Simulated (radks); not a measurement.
All-electron atom: Ho56+ in [He] 2s1.75 2p6 3s1 4s0.25 (fractional occupations, a model configuration).

All-electron calculation, non-relativistic Kohn-Sham, PBE, spin-polarised, spherical densities, point nucleus; open shells are filled with parallel spins first (spin-orbit coupling, left out, can overturn this in heavy ions); relativity is left out, which matters for an element this heavy. Program: a radial shooting solver on a logarithmic mesh with Libxc functionals.

Energy parts (hartree):
total: -8511.5873
kinetic: 8511.1452
electron-nucleus: -17615.4259
Hartree: 705.4412
exchange-correlation: -112.7478

Orbitals (lengths in bohr, moments of r in powers of bohr):
\begin{tabular}{lrrrr}
orbital & occ. & eigenvalue (hartree) & <1/r> & <r^4> \\ \hline
1s up & 1 & -2067.223 & 66.50 & 1.177e-06 \\
1s down & 1 & -2066.979 & 66.49 & 1.177e-06 \\
2s up & 1 & -458.8858 & 15.80 & 0.0001793 \\
2s down & 0.75 & -458.5155 & 15.80 & 0.0001791 \\
2p up & 3 & -447.2225 & 15.77 & 0.0001123 \\
2p down & 3 & -446.9094 & 15.77 & 0.0001121 \\
3s up & 1 & -193.3683 & 6.727 & 0.004374 \\
3s down & 0 & -192.4588 & 6.740 & 0.004352 \\
3p up & 0 & -189.2390 & 6.683 & 0.003690 \\
3p down & 0 & -188.4035 & 6.699 & 0.003665 \\
3d up & 0 & -183.4029 & 6.570 & 0.002166 \\
3d down & 0 & -182.7324 & 6.585 & 0.002144 \\
4s up & 0.25 & -105.9915 & 3.712 & 0.04392 \\
4f up & 0 & -100.6189 & 3.590 & 0.01767 \\
5s up & 0 & -66.78164 & 2.355 & 0.2638 \\
\end{tabular}

The highest occupied level is 4s up at -2884.2 eV. The configuration is held as typed, so some empty levels lie below it. The electron density at the nucleus is 2.105e+05 e/bohr^3.
